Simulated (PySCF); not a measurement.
The vertical singlet excitations below were computed for one of the candidates. Method: TDDFT B3LYP/def2-SVPD, vertical, gas phase, core orbitals frozen in the response in PySCF. Geometries: GFN2-xTB, one conformer each.

```csv
state,E (eV),f,"main configurations (H = HOMO, L = LUMO)"
S1,6.53,0.191,H→L (85%)
S2,6.65,0.027,H→L+2 (79%)
S3,6.66,0.0043,H-1→L (89%)
S4,6.88,0.0038,"H→L+1 (89%), H→L+2 (9%)"
S5,7.04,0.0061,H-1→L+1 (92%)
S6,7.46,0.040,"H→L+3 (63%), H→L+4 (31%)"
S7,7.55,0.020,"H→L+5 (64%), H→L+4 (22%), H→L+3 (10%)"
S8,7.59,0.0010,H-1→L+2 (87%)
```

Triplets computed (Tamm–Dancoff): 4.20, 6.54, 6.58 eV.

Orbital energies (eV): HOMO-3 -9.36, HOMO-2 -9.09, HOMO-1 -7.85, HOMO -7.10, LUMO -0.35, LUMO+1 0.37, LUMO+2 0.54.

**Question.** Which candidate is it? All have the formula C6H9FO.
A. `C(=C\C/C=C\F)/OC`
B. `C[C@@H]1C=C[C@@H](CF)O1`
C. `C1=COCC[C@@H]1CF`
D. `CCO[C@@H]1C/C1=C/F`
E. `C=C1C[C@@H](O)[C@H](F)C1`

**Answer.** E. Its S1, at 6.53 eV, is the highest among the candidates; the nearest of the others has S1 at 5.88 eV. S1 is HOMO→LUMO (85%). Löwdin shares by element: HOMO carbon 82% or more (atoms not listed hold the other 18%); LUMO carbon 60% or more, hydrogen 6% or more (atoms not listed hold the other 33%). At the same level the other candidates give, for their lowest levels:
- `CO/C=C/C/C=C\F`: 5.68 eV (f 0.139); 6.02 eV (f 0.025); 6.37 eV (f 0.007); 6.40 eV (f 0.017); 6.74 eV (f 0.243); T1 4.32 eV; HOMO -6.38, LUMO -0.07 eV
- `FC[C@@H]1C=COCC1`: 5.76 eV (f 0.047); 6.37 eV (f 0.059); 6.54 eV (f 0.000); 6.60 eV (f 0.039); 7.02 eV (f 0.044); T1 4.33 eV; HOMO -6.38, LUMO 0.09 eV
- `CCO[C@@H]1C/C1=C/F`: 5.88 eV (f 0.003); 6.70 eV (f 0.108); 6.90 eV (f 0.035); 7.03 eV (f 0.003); 7.12 eV (f 0.118); T1 4.38 eV; HOMO -7.26, LUMO -0.33 eV
- `C[C@@H]1C=C[C@@H](CF)O1`: 5.80 eV (f 0.092); 6.49 eV (f 0.012); 7.07 eV (f 0.004); 7.20 eV (f 0.004); 7.37 eV (f 0.060); T1 4.40 eV; HOMO -6.91, LUMO -0.31 eV
